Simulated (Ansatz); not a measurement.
CH7BSi2, SMILES `[SiH3]B1C[SiH2]1`, relaxed with RKS PBE-D4/def2-SVP in Ansatz 0.2.0 from a rough embedded geometry. The force threshold is 0.03 eV/Å; the program also tests the step.

Charge 0, multiplicity 1.

Start:

```xyz
11

Si    1.651    0.825   -0.672
B     0.126   -0.021    0.019
C    -0.559   -1.183    0.802
Si   -1.939   -0.128    0.233
H     1.822    2.204   -0.066
H     2.908    0.054   -0.348
H     1.587    0.973   -2.153
H    -0.554   -2.170    0.193
H    -0.336   -1.254    1.859
H    -2.480   -0.298   -1.045
H    -2.227    0.998    1.178
```

```
         step  energy (eV)  largest force (eV/Å)  largest move (Å)
            1  -17562.4546                 2.270             0.000
            2  -17562.9376                 0.988             0.196
            3  -17563.0680                 0.897             0.197
 4 (rejected)  -17563.0036                 0.874             0.200
            5  -17563.1217                 0.176             0.096
            6  -17563.1402                 0.174             0.100
            7  -17563.1697                 0.363             0.144
 8 (rejected)  -17563.1682                 1.124             0.187
            9  -17563.2027                 0.267             0.093
           10  -17563.2376                 0.318             0.100
           11  -17563.2696                 0.732             0.146
           12  -17563.2823                 0.960             0.131
           13  -17563.2826                 0.363             0.200
           14  -17563.3186                 0.343             0.170
           15  -17563.3276                 0.146             0.029
           16  -17563.3306                 0.037             0.061
17 (rejected)  -17563.3295                 0.111             0.036
           18  -17563.3311                 0.013             0.018
```

End:

```xyz
11

Si    1.725    0.857   -0.596
B     0.062   -0.228   -0.385
C    -0.389   -1.303    0.552
Si   -1.774    0.174    0.024
H     1.529    2.262   -0.080
H     2.928    0.268    0.099
H     2.057    0.972   -2.063
H    -1.212   -2.023    0.366
H     0.208   -1.614    1.431
H    -2.968   -0.687   -0.266
H    -2.165    1.322    0.917
```

Run time 27 s (2 threads of an Arm Neoverse V2 on a shared host); peak host memory 0.14 GiB.
